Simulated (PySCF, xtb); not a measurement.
Dissociation curve of GeSe, singlet.

Computed with: RMP2/6-31G* = restricted MP2 (frozen core)/6-31G*, spherical d run with PySCF; GFN1-xTB (xtb); RKS-B3LYP/6-31G* = restricted B3LYP/6-31G*, spherical d (PySCF); UCCSD(T) = PySCF 2.14.0 with CCSD(T) on UHF/cc-pVDZ, 18 core orbitals frozen.

Energies relative to the lowest point of each curve near equilibrium, in eV; the last columns give the difference from UCCSD(T):

| R / Å | RMP2/6-31G* | GFN1-xTB | RKS-B3LYP/6-31G* | UCCSD(T) | RMP2/6-31G* − UCCSD(T) | GFN1-xTB − UCCSD(T) | RKS-B3LYP/6-31G* − UCCSD(T) |
|---|---|---|---|---|---|---|---|
| 1.73 | 4.193 | 6.462 | 4.196 | 4.341 | -0.149 | 2.121 | -0.145 |
| 1.81 | 2.445 | 3.230 | 2.464 | 2.547 | -0.103 | 0.683 | -0.083 |
| 1.92 | 0.969 | 0.997 | 0.995 | 1.028 | -0.059 | -0.032 | -0.033 |
| 2.00 | 0.380 | 0.291 | 0.402 | 0.416 | -0.036 | -0.126 | -0.015 |
| 2.08 | 0.081 | 0.021 | 0.092 | 0.097 | -0.015 | -0.075 | -0.005 |
| 2.14 | 0.000 | 0.000 | 0.000 | 0.000 | 0.000 | 0.000 | 0.000 |
| 2.22 | 0.034 | 0.124 | 0.017 | 0.012 | 0.022 | 0.112 | 0.005 |
| 2.29 | 0.163 | 0.326 | 0.129 | 0.131 | 0.032 | 0.195 | -0.002 |
| 2.33 | 0.268 | 0.467 | 0.224 | 0.259 | 0.009 | 0.208 | -0.035 |
| 2.46 | 0.723 | 1.010 | 0.640 | 0.694 | 0.030 | 0.316 | -0.054 |
| 2.66 | 1.634 | 1.966 | 1.449 | 1.509 | 0.125 | 0.457 | -0.060 |
| 2.87 | 2.824 | 3.002 | 2.346 | 2.412 | 0.411 | 0.590 | -0.067 |
| 3.18 | 4.916 | 4.379 | 3.559 | 3.444 | 1.472 | 0.935 | 0.116 |
| 3.54 | 6.329 | — | 4.694 | 4.212 | 2.117 | — | 0.482 |
| 3.90 | 7.025 | — | 5.538 | 4.457 | 2.568 | — | 1.081 |
| 4.32 | 7.486 | — | 6.233 | 4.553 | 2.933 | — | 1.680 |
| 4.67 | 7.710 | — | 6.636 | 4.591 | 3.118 | — | 2.045 |
| 5.25 | 7.896 | — | 7.069 | 4.623 | 3.272 | — | 2.445 |
| 5.72 | 7.957 | — | 7.218 | 4.636 | 3.321 | — | 2.583 |
| 6.36 | 7.991 | — | 7.303 | 4.643 | 3.348 | — | 2.660 |
| 7.43 | 8.009 | — | 7.367 | 4.647 | 3.362 | — | 2.719 |
| 8.56 | 8.015 | — | 7.396 | 4.649 | 3.366 | — | 2.747 |

RMP2/6-31G* is furthest from UCCSD(T) at 8.56 (3.366 eV, above); its mean absolute difference over the points is 1.358 eV.

GFN1-xTB is furthest from UCCSD(T) at 1.73 (2.121 eV, above); its mean absolute difference over the points is 0.450 eV.

RKS-B3LYP/6-31G* is furthest from UCCSD(T) at 8.56 (2.747 eV, above); its mean absolute difference over the points is 0.866 eV.

Dashes: no converged value, or the column stops at the first point that the program doubted or that broke a chosen test of continuity, which isn't proof of a fault.

The restricted form behind RMP2/6-31G*, RKS-B3LYP/6-31G* keeps the bonding electrons paired and can't separate into open-shell fragments. The unrestricted solution behind UCCSD(T) changes between 2.87 and 3.18 Å and between 3.18 and 3.54 Å, which can leave a kink. The unrestricted determinant behind UCCSD(T) is spin-contaminated at 2.29 to 8.56 Å (<S²> up to 2.0, against 0.00 for a pure singlet).
